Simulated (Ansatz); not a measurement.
Basis sets compared for `CCCCCCCCCCS`. Total charge 0; singlet. Geometry r2SCAN-D4/def2-SVP. Ansatz on 4 threads of Intel Xeon on a shared host; times are rough, and most runs start from earlier orbitals.

```xyz
33

C     2.6002   -1.4161   -3.8483
C     1.3916   -0.5416   -4.1744
C     1.1147    0.5575   -3.1456
C     0.7442    0.0488   -1.7524
C     0.3921    1.1770   -0.7826
C     0.1072    0.7276    0.6528
C    -1.1357   -0.1517    0.8016
C    -1.4307   -0.5932    2.2371
C    -1.8051    0.5459    3.1843
C    -2.2111    0.0909    4.5829
S    -0.8994   -0.7670    5.5357
H     3.5097   -0.8040   -3.7221
H     2.7974   -2.1426   -4.6524
H     2.4556   -1.9889   -2.9183
H     0.4917   -1.1774   -4.2756
H     1.5402   -0.0725   -5.1633
H     0.2948    1.1998   -3.5173
H     2.0009    1.2172   -3.0679
H     1.5801   -0.5382   -1.3279
H    -0.1050   -0.6541   -1.8444
H    -0.4837    1.7318   -1.1718
H     1.2251    1.9040   -0.7712
H     0.9858    0.1814    1.0483
H     0.0009    1.6265    1.2855
H    -1.0211   -1.0550    0.1774
H    -2.0123    0.3886    0.3927
H    -2.2602   -1.3246    2.2256
H    -0.5593   -1.1324    2.6498
H    -2.6539    1.1144    2.7560
H    -0.9714    1.2664    3.2711
H    -3.0262   -0.6509    4.5277
H    -2.5886    0.9357    5.1810
H    -0.0687    0.2966    5.6259
```

Binding counts from free atoms (C triplet, S triplet, H doublet) in the same basis, without a counterpoise term.

| level | functions | energy (Eh) | HOMO (eV) | LUMO (eV) | binding per atom (eV) | wall time |
| --- | --- | --- | --- | --- | --- | --- |
| PBE-D4/def2-SVP | 268 | -791.3903 | -5.28 | 0.10 | 4.21 | 6 s |
| PBE0-D4/def2-SVP | 268 | -791.5119 | -6.59 | 1.07 | 4.17 | 13 s |

Task: Estimate the rows for PBE-D4/def2-TZVP, PBE0-D4/def2-TZVP (with forces).

Result: 
| level | functions | energy (Eh) | HOMO (eV) | LUMO (eV) | binding per atom (eV) | wall time |
| --- | --- | --- | --- | --- | --- | --- |
| PBE-D4/def2-TZVP | 479 | -791.9504 | -5.47 | -0.41 | 4.17 | 11 s |
| PBE0-D4/def2-TZVP (with forces) | 479 | -792.0595 | -6.71 | 0.53 | 4.13 | 35 s |
